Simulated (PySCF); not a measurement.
**Excitation energy of F(2+) by level of theory**

F(2+) [He] 2s2 2p3 (4S) → F(2+) [He] 2s2 2p2 3s1 (4P), as a difference of total energies. All numbers are calculated (PySCF 2.14, the spin-free X2C one-electron Hamiltonian (Gaussian nucleus), in aug-cc-pCVTZ-DK). Correlated levels: valence: 1s2 frozen; valence and next inner shell: nothing frozen. The calculations carry no spin-orbit coupling.

```
                                method  excitation energy (cm⁻¹)
                                   UHF                    316740
                                   LDA                    318970
                                   PBE                    316150
                                  PBE0                    317760
                                r2SCAN                    322220
                             BHandHLYP                    317530
                                 B3LYP                    316770
                                M06-2X                    317400
                                  TPSS                    318300
                         MP2 (valence)                    318820
                     SCS-MP2 (valence)                    317100
    MP2 (valence and next inner shell)                    319200
SCS-MP2 (valence and next inner shell)                    317370
```

A first-order spin-orbit estimate (lowest level to lowest level, LS coupling) adds -0.044 eV.

The promoted electron is Rydberg-like, and one or two diffuse shells describe it only roughly, which tends to raise the upper state.
